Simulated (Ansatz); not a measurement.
AlF2H3OSi, SMILES `[F][Al]([F])[O][SiH3]`, relaxed with RKS PBE0-D4/def2-TZVP in the Gaussian-basis code of Ansatz from a PBE-D4/def2-SVP geometry. The force threshold is 0.005 eV/Å; the program also tests the step.

Charge 0, multiplicity 1.

Start:

```xyz
8

F     1.433    1.697    2.138
Al    0.907    0.209    1.612
F     1.206   -1.109    2.582
O     0.101    0.045    0.143
Si   -0.723   -0.163   -1.289
H    -1.578    1.043   -1.566
H    -1.605   -1.379   -1.203
H     0.258   -0.344   -2.416
```

**Question.** By how much does the energy fall, and how many steps does the optimiser take? (Estimate.)

**Answer.** The calculation gave: 6.96 kJ/mol, in 5 steps, 1 of them rejected.

**Question.** Which bonds change most? (Estimate.)

**Answer.** The calculation gave: O4–Si5 from 1.666 to 1.630 Å; F1–Al2 from 1.663 to 1.634 Å; Al2–F3 from 1.663 to 1.634 Å; Al2–O4 from 1.683 to 1.656 Å.

**Question.** Give the relaxed structure. (An estimate is asked.)

**Answer.** Ansatz gave: 
```xyz
8

F     1.409    1.668    2.093
Al    0.890    0.205    1.582
F     1.188   -1.088    2.535
O     0.088    0.039    0.142
Si   -0.711   -0.160   -1.265
H    -1.551    1.034   -1.536
H    -1.581   -1.362   -1.183
H     0.267   -0.336   -2.368
```
